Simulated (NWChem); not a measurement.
System: GaH3O; SMILES [GaH2][OH]

Computed with NWChem. Coordinates come from a PBE0/def2-SVP optimisation. Ions are spin-unrestricted doublets at the neutral geometry; other ion states weren't tried.

**Question.** What does the run give for B3LYP/def2-SVP? Quantities: vertical ionisation energy, ΔSCF (eV); −ε(HOMO) (eV).

**Answer.** 
- vertical ionisation energy, ΔSCF (eV) = 10.88
- −ε(HOMO) (eV) = 8.17
